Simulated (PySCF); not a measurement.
**A survey of ¹⁷O NMR shifts**

PySCF calculation with GFN2-xTB structure and GIAO PBE0/pcSseg-1 shieldings; one conformer, non-relativistic Hamiltonian, gas phase, one averaged value for each set of equivalent atoms.

Shieldings were converted by a linear fit to measured shifts: ¹⁷O (scatter 10.7 ppm rms, 12.2 ppm with the 3 outliers that the fit left out vs liquid water, solution or neat liquid). Occasional misses reach two or three times the rms, and more in compound classes unlike the fitted ones.

Q: Give the ¹⁷O shifts of `CC[C@]1(OC)C[SiH2]N[SiH2]1`, `N[Si@@H](CCC1CC1)O[SiH3]`, `O=C1OCCO1`, `COCCOC(=O)OCF`, `O[SiH2]O[SiH3]`.

A: 
| compound | environment | δ (ppm) |
| --- | --- | --- |
| CC[C@]1(OC)C[SiH2]N[SiH2]1 | ether oxygen | 2.8 |
| N[Si@@H](CCC1CC1)O[SiH3] | oxygen bonded to 2 Si | 3.1 |
| [O:1]=[C:2]1[O:3][CH2:4][CH2:5][O:6]1 | O1: ester carbonyl oxygen | 231.6 |
| [O:1]=[C:2]1[O:3][CH2:4][CH2:5][O:6]1 | O3/6: ester alkoxy oxygen (×2) | 90.2 |
| [CH3:1][O:2][CH2:3][CH2:4][O:5][C:6](=[O:7])[O:8][CH2:9][F:10] | O7: ester carbonyl oxygen | 237.7 |
| [CH3:1][O:2][CH2:3][CH2:4][O:5][C:6](=[O:7])[O:8][CH2:9][F:10] | O8: ester alkoxy oxygen | 144.1 |
| [CH3:1][O:2][CH2:3][CH2:4][O:5][C:6](=[O:7])[O:8][CH2:9][F:10] | O5: ester alkoxy oxygen | 109.0 |
| [CH3:1][O:2][CH2:3][CH2:4][O:5][C:6](=[O:7])[O:8][CH2:9][F:10] | O2: ether oxygen | -27.3 |
| [OH:1][SiH2:2][O:3][SiH3:4] | O3: oxygen bonded to 2 Si | -4.5 |
| [OH:1][SiH2:2][O:3][SiH3:4] | O1: oxygen bonded to Si, H | -6.5 |

Q: Order these by ¹⁷O shift, lowest first.
A. CN(C)[Si@@]1(C)CC[SiH2]O1
B. CO/C(Cl)=C\C#N
C. CC(=O)N(C)CC([SiH3])[SiH3]
D. C=C(C)[Si@H](C[SiH2]N)OC

A: D (-28.3 ppm, oxygen bonded to C, Si), A (14.4 ppm, oxygen bonded to 2 Si, in a 5-membered ring), B (114.7 ppm, ether oxygen), C (353.1 ppm, amide-type carbonyl oxygen).
